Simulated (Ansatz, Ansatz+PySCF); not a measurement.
```xyz
5

C     0.5864   -0.0018   -0.1974
F    -0.7058    0.0022    0.2376
H     0.8299   -0.9776   -0.6498
H     0.7334    0.7885   -0.9523
H     1.2703    0.1804    0.6483
```

Basis set: def2-SVP (spherical functions). Left uncorrelated: 2 orbitals. Charge 0, multiplicity 3.

Computed with Ansatz (development build ahead of 0.2.0); each method stands on the lowest determinant of its kind that the runs found.

(1) Give the atomization energy at this shape (free ground-state atoms in the same class of orbitals less the molecule, no zero-point energy) of triplet CH₃F by UHF-MP2, UHF.

## Answers

(1)

```csv
method,atomization energy
UHF-MP2,6.92 eV
UHF,3.12 eV
```

Caution: another spin multiplicity may lie lower; the determinant breaks the point group. Caution for UHF-MP2: MP2 forces lie far from those of the mean fields.
